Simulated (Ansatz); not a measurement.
Harmonic frequencies (cm⁻¹) at PBE0-D4/def2-TZVP from Ansatz: 70, 105, 250, 271, 297, 330, 414, 425, 532, 581, 591, 609, 659, 746, 818, 887, 2150, 2173, 2217, 2228, 2246.

Task: Which molecule is it?
A. `[CH2]1[GeH2][Te]1`
B. `[AlH2][S][AlH][SiH3]`
C. `C=C1CBO1`
D. `Cl[SiH]1[SiH2][GeH2]1`

Result: D.
